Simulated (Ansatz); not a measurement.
Born–Oppenheimer molecular dynamics of CH3F3Ge (8 atoms, charge 0, multiplicity 1). It goes on from the last frame of an earlier run, with new velocities.

Level of theory: Ansatz 0.2.0, RKS PBE/def2-SVP.

- ensemble: NVT, Langevin thermostat
- time step: 0.5 fs
- steps asked: 166
- set temperature: 500 K
- friction: 0.01 /fs
- seed: 556505

First frame:

```xyz
8
Properties=species:S:1:pos:R:3
Ge 0.061 0.022 0.083
C -0.080 -0.051 1.977
H -1.184 -0.070 1.981
H 0.284 -1.019 2.470
H 0.231 0.812 2.621
F 1.464 0.048 -0.779
F -0.800 1.391 -0.645
F -0.737 -1.448 -0.491
```

Task: How far do the bonds stretch over the last three quarters of this one trajectory? (Pairs bonded in most of those frames.)

Result: 
```tsv
bond	mean (Å)	spread (Å)	shortest	longest
Ge1–C2	1.957	0.059	1.86	2.07
Ge1–F6	1.781	0.076	1.64	1.87
Ge1–F7	1.726	0.066	1.64	1.84
Ge1–F8	1.745	0.032	1.69	1.79
C2–H3	1.110	0.010	1.09	1.13
C2–H4	1.109	0.026	1.06	1.15
C2–H5	1.107	0.029	1.05	1.16
```

Mean temperature of the second half: 606 K. The mean temperature of the second half is 21 % above the set value. A run of 0.083 ps of so small a system gives no equilibrium averages.

Time of the run: 4.1 min on 2 threads of Arm Neoverse V2, on a shared host, peak memory 0.15 GiB.
